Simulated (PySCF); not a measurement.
A calculated (LDA, PySCF 2.14, cc-pVDZ-DK, the spin-free X2C one-electron Hamiltonian (Gaussian nucleus)) atom or ion has these occupied shells.

| shell | electrons | orbital energy (eV) | rms radius, mean of both spins (bohr) |
| --- | --- | --- | --- |
| 1s | 2 | -8833.1 | 0.0602 |
| 2s | 2 | -1068.5 | 0.255 |
| 2p | 6 | -924.89 | 0.229 |
| 3s | 2 | -122.58 | 0.768 |
| 3p | 6 | -80.529 | 0.818 |
| 3d | 10 | -13.888 | 1.20 |

Problem. Name the element and its charge.

Solution. Cu+ (copper, charge +1), in [Ar] 3d10, closed-shell 1S.
